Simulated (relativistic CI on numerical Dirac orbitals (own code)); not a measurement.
## Spin-allowed bands of a d2 ion in an octahedral site, by hand

Problem. Take Δ = 19700 cm⁻¹ and B = 550 cm⁻¹ for a d2 ion in an octahedral site. Calculate the three spin-allowed bands.

Working.
1. The terms of highest spin are 3F (energy 0) and 3P (15B = 8250 cm⁻¹). Here the F term splits into A2 at +1.2Δ = 23640, T2 at +0.2Δ = 3940 and T1 at −0.6Δ = -11820 cm⁻¹.
2. The two T1 states mix through the element 0.4Δ: H = [[-11820, 7880], [7880, 8250]], with roots ½(H₁₁ + H₂₂) ∓ ½√[(H₂₂ − H₁₁)² + 4H₁₂²] = ½(-3570) ∓ ½(25518) = -14544 and 10974 cm⁻¹.
3. The ground term is 3T1 at -14544 cm⁻¹.
4. Bands: 3T2 18484 cm⁻¹ (541 nm), 3T1(P) 25518 cm⁻¹ (392 nm), 3A2 38184 cm⁻¹ (262 nm).

Check. Exact diagonalisation of the whole d2 shell with these parameters gives 3T2 18484, 3T1 25518, 3A2 38184 cm⁻¹. The match is exact, since without spin-orbit coupling no other term has this spin. The ratio of the second band to the first, 1.381, depends on Δ/B = 35.8 alone, which is how a Tanabe-Sugano diagram is read.
